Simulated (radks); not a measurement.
Problem. These are the eigenvalues of the occupied orbitals of an atom or ion with whole-number occupations (eV). Calculated with a radial shooting solver on a logarithmic mesh with Libxc functionals: scalar-relativistic Kohn-Sham, LB94 model potential, spin-polarised, spherical densities, finite nucleus; Fermi nuclear charge, rms radius of each element as measured or else 0.836 A^(1/3) + 0.57 fm.

1s up: -1305.501
1s down: -1305.365
2s up: -98.7436
2s down: -98.7162
2p down: -66.1259
2p up: -66.0450
3s up: -15.7926

Which element is it, and in what charge state? The configuration may be excited. Open shells, if any, are filled with parallel spins first.

Solution. Z = 12, magnesium, charge +1: Mg+ in [Ne] 3s1. The list shows which subshells hold electrons but not how many an open one holds; the 1s level, -47.976 hartree, gives Z - s = 9.8 by -(Z - s)^2/2, which with screening and relativity narrows Z to a few neighbours, and the depths of the outer levels then fix element, charge and occupations together.
